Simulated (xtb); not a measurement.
Cl₂Mg, charge -1, doublet, from a rough starting geometry (GFN-xTB shapes and energies of metal compounds can be far from the true ones) (a state made from the parent by changing its charge; the spin is typed, not shown lowest); GFN2-xTB (xtb 6.7.1).

xtb was given this input:
```
$ xtb mol.xyz --gfn 2 --chrg -1 --uhf 1 --opt vtight --json

# file mol.xyz
3

Mg    -0.01193029     0.03377251     0.06995403
Cl     1.50278046     0.36188117    -1.43745278
Cl    -1.46349882    -0.34168420     1.39414827
```

Task: What does xtb print? Leave out banner, timings and long lists.

Result: 
```
   ID    Z sym.   atoms
    1   12 Mg     1
    2   17 Cl     2, 3

           -------------------------------------------------
          |                Calculation Setup                |
           -------------------------------------------------

           -------------------------------------------------
          |                 G F N 2 - x T B                 |
           -------------------------------------------------

          ...................................................
          :                      SETUP                      :
          :.................................................:
          :  # basis functions                  30          :
          :  # atomic orbitals                  27          :
          :  # shells                            9          :
          :  # electrons                        17          :
          :  max. iterations                   250          :
          :  Hamiltonian                  GFN2-xTB          :
          :  restarted?                      false          :
          :  GBSA solvation                  false          :
          :  PC potential                    false          :
          :  electronic temp.          300.0000000     K    :
          :  accuracy                    1.0000000          :
          :  -> integral cutoff          0.2500000E+02      :
          :  -> integral neglect         0.1000000E-07      :
          :  -> SCF convergence          0.1000000E-05 Eh   :
          :  -> wf. convergence          0.1000000E-03 e    :
          :  Broyden damping             0.4000000          :
          :  net charge                         -1          :
          :  unpaired electrons                  1          :
          ...................................................

 iter      E             dE          RMSdq      gap      omega  full diag
   1     -9.8952361 -0.989524E+01  0.104E+01    4.61       0.0  T
   2     -9.9589275 -0.636913E-01  0.410E+00    5.80       1.0  T
   3     -9.9657021 -0.677464E-02  0.226E+00    6.48       1.0  T
   4     -9.9674397 -0.173753E-02  0.140E+00    7.18       1.0  T
   5     -9.9668359  0.603734E-03  0.703E-01    7.01       1.0  T
   6     -9.9676543 -0.818384E-03  0.219E-01    7.17       1.0  T
   7     -9.9676415  0.128393E-04  0.461E-01    7.07       1.0  T
   8     -9.9676997 -0.582816E-04  0.263E-02    7.16       2.2  T
   9     -9.9676999 -0.178577E-06  0.209E-02    7.16       2.8  T
  10     -9.9677004 -0.496722E-06  0.876E-03    7.16       6.6  T
  11     -9.9677005 -0.109142E-06  0.516E-03    7.16      11.2  T
  12     -9.9677006 -0.583460E-07  0.159E-03    7.16      36.3  T
  13     -9.9677006 -0.524762E-08  0.429E-04    7.16     134.5  T
  14     -9.9677006 -0.321378E-10  0.114E-04    7.16     504.5  T

   *** convergence criteria satisfied after 14 iterations ***

         :::::::::::::::::::::::::::::::::::::::::::::::::::::
         ::                     SUMMARY                     ::
         :::::::::::::::::::::::::::::::::::::::::::::::::::::
         :: total energy              -9.952003526946 Eh    ::
         :: gradient norm              0.068163055076 Eh/a0 ::
         :: HOMO-LUMO gap              7.156726574253 eV    ::
         ::.................................................::
         :: SCC energy                -9.967700686753 Eh    ::
         :: -> isotropic ES            0.175583791775 Eh    ::
         :: -> anisotropic ES         -0.002441386749 Eh    ::
         :: -> anisotropic XC         -0.003028561867 Eh    ::
         :: -> dispersion             -0.001745067374 Eh    ::
         :: repulsion energy           0.015697159807 Eh    ::
         :: add. restraining           0.000000000000 Eh    ::
         :: total charge              -1.000000000000 e     ::
         :::::::::::::::::::::::::::::::::::::::::::::::::::::

      -----------------------------------------------------------
     |                   =====================                   |
     |                        A N C O P T                        |
     |                   =====================                   |
     |               Approximate Normal Coordinate               |
     |                Rational Function Optimizer                |
      -----------------------------------------------------------
      -----------------------------------------------------------
     |                   =====================                   |
     |                        A N C O P T                        |
     |                   =====================                   |
     |               Approximate Normal Coordinate               |
     |                Rational Function Optimizer                |
      -----------------------------------------------------------

          ...................................................
          :                      SETUP                      :
          :.................................................:
          :   optimization level         verytight          :
          :   max. optcycles                   200          :
          :   ANC micro-cycles                  20          :
          :   degrees of freedom                 3          :
          :.................................................:
          :   RF solver                   davidson          :
          :   write xtbopt.log                true          :
          :   linear?                        false          :
          :   energy convergence         0.1000000E-06 Eh   :
          :   grad. convergence          0.2000000E-03 Eh/α :
          :   maxmium RF displ.          1.0000000          :
          :   Hlow (freq-cutoff)         0.1000000E-01      :
          :   Hmax (freq-cutoff)         5.0000000          :
          :   S6 in model hess.         20.0000000          :
          ...................................................

generating ANC from exact Hessian ...
Using Lindh-Hessian (1995)
[...]
 * total energy  :    -9.9520035 Eh     change       -0.1083933E-10 Eh
 * total energy  :    -9.9625803 Eh     change       -0.1057677E-01 Eh
 * total energy  :    -9.9650147 Eh     change       -0.2434423E-02 Eh
 * total energy  :    -9.9657909 Eh     change       -0.7761747E-03 Eh
 * total energy  :    -9.9658861 Eh     change       -0.9520161E-04 Eh
 * total energy  :    -9.9659013 Eh     change       -0.1524470E-04 Eh
 * total energy  :    -9.9659058 Eh     change       -0.4453004E-05 Eh
 * total energy  :    -9.9659064 Eh     change       -0.6073773E-06 Eh
 * total energy  :    -9.9659064 Eh     change       -0.3388177E-08 Eh
   *** GEOMETRY OPTIMIZATION CONVERGED AFTER 9 ITERATIONS ***
[...]
          :  PC potential                    false          :
          :  electronic temp.          300.0000000     K    :
          :  accuracy                    1.0000000          :
          :  -> integral cutoff          0.2500000E+02      :
          :  -> integral neglect         0.1000000E-07      :
          :  -> SCF convergence          0.1000000E-05 Eh   :
          :  -> wf. convergence          0.1000000E-03 e    :
          :  Broyden damping             0.4000000          :
          :  net charge                         -1          :
          :  unpaired electrons                  1          :
          ...................................................

 iter      E             dE          RMSdq      gap      omega  full diag
   1     -9.9681871 -0.996819E+01  0.398E-05    7.30       0.0  T
   2     -9.9681871 -0.717648E-12  0.338E-05    7.30    1706.9  T
   3     -9.9681871 -0.712319E-12  0.263E-05    7.30    2194.0  T

   *** convergence criteria satisfied after 3 iterations ***

         :::::::::::::::::::::::::::::::::::::::::::::::::::::
         ::                     SUMMARY                     ::
         :::::::::::::::::::::::::::::::::::::::::::::::::::::
         :: total energy              -9.965906407215 Eh    ::
         :: gradient norm              0.000007538712 Eh/a0 ::
         :: HOMO-LUMO gap              7.303962906482 eV    ::
         ::.................................................::
         :: SCC energy                -9.968187283042 Eh    ::
         :: -> isotropic ES            0.163883204598 Eh    ::
         :: -> anisotropic ES          0.001773260560 Eh    ::
         :: -> anisotropic XC         -0.001638436875 Eh    ::
         :: -> dispersion             -0.001570840243 Eh    ::
         :: repulsion energy           0.002280875828 Eh    ::
         :: add. restraining           0.000000000000 Eh    ::
         :: total charge              -1.000000000000 e     ::
         :::::::::::::::::::::::::::::::::::::::::::::::::::::

           -------------------------------------------------
          |                Property Printout                |
           -------------------------------------------------

    * Orbital Energies and Occupations

         #    Occupation            Energy/Eh            Energy/eV
      -------------------------------------------------------------
         1        2.0000           -0.8597367             -23.3946
         2        2.0000           -0.8496109             -23.1191
         3        2.0000           -0.2656922              -7.2299
         4        2.0000           -0.2435328              -6.6269
         5        2.0000           -0.2435328              -6.6269
         6        2.0000           -0.2403721              -6.5409
         7        2.0000           -0.2389767              -6.5029
         8        2.0000           -0.2389767              -6.5029
         9        1.0000           -0.1252896              -3.4093 (HOMO)
        10                          0.1431261               3.8947 (LUMO)
        11                          0.1431261               3.8947
        12                          0.1527965               4.1578
        13                          0.1527965               4.1578
        14                          0.1939910               5.2788
        15                          0.1939910               5.2788
        16                          0.2487305               6.7683
        17                          0.2511522               6.8342
        18                          0.2511522               6.8342
        19                          0.2512393               6.8366
        20                          0.2515188               6.8442
       ...                                ...                  ...
        27                          0.8789068              23.9163
      -------------------------------------------------------------
                  HL-Gap            0.2684157 Eh            7.3040 eV
             Fermi-level           -0.0866075 Eh           -2.3567 eV

     #   Z          covCN         q      C6AA      α(0)
     1  12 Mg       1.453     0.305   127.982    27.949
     2  17 Cl       0.727    -0.652   121.129    16.834
     3  17 Cl       0.727    -0.652   121.130    16.834

 Mol. C6AA /au·bohr⁶  :       1053.010100
 Mol. C8AA /au·bohr⁸  :      58598.038212
 Mol. α(0) /au        :         61.617170

Wiberg/Mayer (AO) data.
largest (>0.10) Wiberg bond orders for each atom

 ---------------------------------------------------------------------------
     #   Z sym  total        # sym  WBO       # sym  WBO       # sym  WBO
 ---------------------------------------------------------------------------
     1  12 Mg   1.230 --     2 Cl   0.615     3 Cl   0.615
     2  17 Cl   0.647 --     1 Mg   0.615
     3  17 Cl   0.647 --     1 Mg   0.615
 ---------------------------------------------------------------------------

Topologies differ in total number of bonds
Writing topology from bond orders to xtbtopo.mol

molecular dipole:
                 x           y           z       tot (Debye)
 q only:       -0.017      -0.034      -0.017
   full:       -0.017      -0.034      -0.017       0.107
molecular quadrupole (traceless):
                xx          xy          yy          xz          yz          zz
 q only:       -6.589      -4.543      11.463      18.253       4.333      -4.874
  q+dip:       -7.402      -5.104      12.878      20.507       4.868      -5.476
   full:       -7.608      -5.245      13.236      21.076       5.003      -5.628

optimized geometry written to: xtbopt.xyz

           -------------------------------------------------
          | TOTAL ENERGY               -9.965906407215 Eh   |
          | GRADIENT NORM               0.000007538712 Eh/α |
          | HOMO-LUMO GAP               7.303962906482 eV   |
           -------------------------------------------------

normal termination of xtb
```
